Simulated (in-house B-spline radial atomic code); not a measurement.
The numbers below are computed, except where a source is named.
**Stopping and range of 120 keV Hf in InSb**

The pair potential comes from two frozen, spherical free-atom densities (PBE, B-spline radial code, scalar-relativistic past argon): electrostatics plus the change in Thomas-Fermi kinetic and Dirac exchange energy where they overlap, the recipe behind the universal ZBL potential, which averages such potentials (from solid-state densities) over many pairs. It is written V = (Z1 Z2 e²/r) φ(r/a), with e² = 14.3996 eV·Å and a = 0.46850 Å/(Z1^0.23 + Z2^0.23); ZBL's fit is φ = 0.18175 e^(−3.1998x) + 0.50986 e^(−0.94229x) + 0.28022 e^(−0.4029x) + 0.02817 e^(−0.20162x). Where φ falls below 4e-4 it is continued as an exponential.

The target is taken as amorphous, with density 5.77 g/cm³ (NSM archive of the Ioffe Institute); channelling is ignored. Masses: Hf 178.49, In 114.82, Sb 121.76 u. Nuclear stopping is S_n = 4π a Z1 Z2 e² M1/(M1 + M2) × s_n(ε), with s_n integrated over impact parameters for each pair. Electronic stopping is Lindhard and Scharff's S_e = Z1^(1/6) 8π e² a0 Z1 Z2/(Z1^(2/3) + Z2^(2/3))^(3/2) × v/v0, with a0 = 0.529177 Å and v = v0 at 24.801 keV/u; it misses the oscillations with Z1 seen in experiment, which reach tens of per cent. Compounds add by atom fraction.

```
target atom    a (Å)  ε at this energy  s_n, this pair  s_n, ZBL potential
         In  0.09147           0.08458          0.3002              0.3081
         Sb  0.09107           0.08382          0.2996              0.3076
```

(1) What are the atom density and the stopping powers at entry?

Along the track:

```
E (keV)  N S_n (eV/nm)  N S_e (eV/nm)
      6           1160           88.6
     18           1820            153
     36           2320            217
     60           2690            280
     90           2970            343
    120           3150            396
```

(2) Estimate the path length and the projected range.

Results:

(1) N = 5.77 × 0.602214/118.29 = 0.02938 atoms/Å³. For In: S_n = 35540 × 0.3002 = 10670 eV·Å², S_e = 3.8510 × √120000 = 1334 eV·Å². For Sb: S_n = 35970 × 0.2996 = 10780 eV·Å², S_e = 3.9384 × √120000 = 1364 eV·Å². Averaged over the target's atoms (half each) and times N × 10 Å/nm, the ion loses N S_n = 3150 eV/nm to recoils and N S_e = 396 eV/nm to electrons; the nuclear share is 89 %.

(2) With continuous slowing down the path is the integral of dE/(N (S_n + S_e)). Trapezoids over the table give 43 nm, and the stretch below the first row, with stopping taken as √E, adds 2E/(N S) = 9.6 nm: 52.6 nm in all, against 51.9 nm on a fine grid from 5 eV. Deflections shorten the depth: to first order in the energy passed on, N (S_n + S_e) dR_p/dE = 1 − N S_n (M2/M1) R_p/(2E), summed over the target's atoms, and integrating this on the fine grid gives R_p = 34.2 nm, 0.66 of the path. Lindhard's rule of thumb R/(1 + M2/3M1), with mean M2/M1 = 0.66, gives 42.5 nm. On the ZBL potential the same equation gives 33.4 nm, and the full integral equation, which keeps hard collisions, 34.7 nm.
